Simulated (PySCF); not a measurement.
Computed data sheet: ZrF2Cl2, `[F][Zr]([F])([Cl])[Cl]`

ZrF2Cl2 (singlet state).
Bonds: Zr1–F2, Zr1–F3, Zr1–Cl4, Zr1–Cl5.

PBE0-D3(BJ)/def2-SVP geometry optimisation, gas phase, def2 core potentials past Kr (PySCF):

| Quantity | Value |
| --- | --- |
| Rotational constants A, B, C | 2.009, 1.495, 1.229 GHz |

**wB97X-D/def2-SVPD ground state, ΔSCF and vertical TDDFT (core frozen in the response) (PySCF)**

| Item | Value |
| --- | --- |
| Dipole moment | 0.19 D |
| HOMO energy | -11.72 eV |
| LUMO energy | -0.64 eV |
| HOMO–LUMO gap | 11.08 eV |
| Lowest singlet excitation | 6.33 eV (196 nm, f = 0.001) |
| Strongest line among the 10 lowest singlet transitions | S7 at 7.02 eV (177 nm, f = 0.102) |
| Lowest triplet excitation (Tamm–Dancoff) | 5.91 eV |
| Static isotropic polarisability | 64.1 au |
| Vertical ionisation energy | 12.25 eV |
| Vertical electron affinity | 0.35 eV |

Monoisotopic mass (most abundant isotopes): 197.8392 u.

The largest Löwdin shares of the HOMO are 0.48 on Cl4 and 0.47 on Cl5. The largest Löwdin shares of the LUMO are 0.70 on Zr1, 0.12 on Cl5 and 0.12 on Cl4. From the two ΔSCF values, the fundamental gap I − A is 11.90 eV and the Mulliken electronegativity (I + A)/2 is 6.30 eV. No computed singlet falls in the visible range (750 to 380 nm, 1.65 to 3.26 eV); S1 lies 3.07 eV above its blue end. −ε(LUMO) is 0.64 eV against a ΔSCF electron affinity of 0.35 eV. S1 lies 4.75 eV below the HOMO–LUMO gap; its leading configuration is HOMO→LUMO+1, weight 0.86. The ΔSCF ionisation energy exceeds −ε(HOMO) by 0.53 eV with wB97X-D. The vertical singlet–triplet gap S1 − T1 is 0.42 eV (TDDFT singlet less Tamm–Dancoff triplet; S1: HOMO→LUMO+1, weight 0.86; T1: HOMO→LUMO, weight 0.96).

Atoms past krypton carry effective core potentials; spin–orbit coupling is left out.

For the geometry optimisation (PBE0-D3(BJ)/def2-SVP), hardware: one thread of an x86-64 server (shared host). Cost: 71 s.
